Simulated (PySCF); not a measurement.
C2H7S, SMILES CC[SH2+], charge +1. The structure is a stationary point at r2SCAN-D4/def2-SVP. The isomer is the one that the SMILES or the coordinates give; other isomers of the formula were not compared.

Computed equilibrium geometry at r2SCAN-D4/def2-SVP (PySCF confirms it by a frequency run) as a Z-matrix, and its point group:
point group Cs.
```
C
H 1 1.1026
H 1 1.1026 2 107.63
C 1 1.5092 2 114.19 3 -127.89
H 4 1.1004 1 112.42 2 -179.85
H 4 1.1004 5 109.54 1 -125.74
H 4 1.1018 5 107.36 6 -116.27
S 1 1.8571 2 102.27 3 107.30
H 8 1.3626 1 99.65 2 171.97
H 8 1.3626 9 93.56 1 100.43
```
Charge +1, spin multiplicity 1.
